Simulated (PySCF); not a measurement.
This PySCF input asks for the NMR shieldings of SMILES C1([Si@@H]2[SiH2]CCC2)CC1, C$_{6}$H$_{14}$Si$_{2}$; the geometry comes from GFN2-xTB.

```python
import basis_set_exchange as bse
import numpy as np
from pyscf import gto, dft
from pyscf.prop import nmr

atoms = """
C    -2.185332   -0.727845   -1.114751
C    -2.649703   -0.380712    0.300532
Si   -1.590815    1.066295    0.968940
Si    0.228054    0.467367   -0.332229
C     1.771546   -0.127188    0.574028
C     2.794766    0.880221    1.012418
C     3.117407   -0.070507   -0.090397
C    -0.682570   -1.001672   -1.162666
H    -2.736604   -1.598421   -1.484780
H    -2.416719    0.107512   -1.781929
H    -3.715890   -0.154474    0.292169
H    -2.524241   -1.258651    0.937896
H    -1.522125    0.997301    2.433524
H    -2.251232    2.338111    0.644489
H     0.663121    1.422214   -1.371090
H     1.630686   -0.959000    1.255389
H     3.279841    0.743852    1.967934
H     2.629546    1.916496    0.758211
H     3.175213    0.316946   -1.096497
H     3.822659   -0.864946    0.106131
H    -0.374873   -1.165895   -2.195240
H    -0.473147   -1.927618   -0.622932
"""
names = dict.fromkeys(["C", "Si", "H"], "pcSseg-1")
basis = {el: gto.basis.parse(bse.get_basis(n, elements=[el], fmt="nwchem")) for el, n in names.items()}
mol = gto.M(atom=atoms, basis=basis, charge=0, verbose=0)
mf = dft.RKS(mol, xc="PBE0")
mf.grids.level = 2
mf.grids.alignment = dft.numint.BLKSIZE   # the property module wants whole blocks of grid points
mf.conv_tol = 1e-9
mf.kernel()

calc = nmr.RKS(mf)   # GIAO
C = mf.mo_coeff
Co = C[:, mf.mo_occ > 0]
resp = mf.gen_response(singlet=True, hermi=2)
def vind(x):   # induced exchange potential for any number of trial vectors
    d = np.einsum("pi,xij,qj->xpq", C, 2 * x.reshape(-1, C.shape[1], Co.shape[1]), Co, optimize=True)
    return np.einsum("xpq,pi,qj->xij", resp(d - d.transpose(0, 2, 1)), C, Co, optimize=True).ravel()
mo1, _ = nmr.rhf.solve_mo1(calc, with_cphf=vind)
sigma = calc.kernel(mo1)
for i, s in enumerate(sigma):   # ppm
    print("%2d %-2s %9.2f" % (i, mol.atom_pure_symbol(i), np.trace(s) / 3))
```

Q: Give the expected output.

A: 
```
 0 C     158.56
 1 C     172.63
 2 Si    426.52
 3 Si    364.88
 4 C     191.01
 5 C     183.48
 6 C     179.52
 7 C     168.26
 8 H      29.28
 9 H      30.72
10 H      30.24
11 H      31.09
12 H      27.91
13 H      28.08
14 H      28.12
15 H      32.16
16 H      31.08
17 H      31.68
18 H      31.43
19 H      30.94
20 H      30.08
21 H      31.08
```

These numbers come from an equivalent density-fitted implementation of the same equations, which agrees with the script to about 0.01 ppm for H and up to a few tenths of a ppm for heavy atoms, so last digits may differ.

Q: Turn these shieldings into chemical shifts. δ = σ(ref) − σ, references computed at the same level: ¹³C (186.93 ppm) and ²⁹Si (349.16 ppm) and ¹H (31.72 ppm) vs TMS.

A: Averaging equivalent atoms: C 0: 28.4; C 7: 18.7; C 1: 14.3; C 6: 7.4; C 5: 3.4; C 4: -4.1; Si 3: -15.7; Si 2: -77.4; H 12: 3.80; H 13: 3.63; H 14: 3.59; H 8: 2.43; H 20: 1.64; H 10: 1.47; H 9: 0.99; H 19: 0.78; H 16: 0.64; H 21: 0.63; H 11: 0.63; H 18: 0.29; H 17: 0.03; H 15: -0.45 ppm. 

Size and cost of the density-fitted run: 220 basis functions, 40 s wall time on 1 thread of an Arm Neoverse V2, shared host.
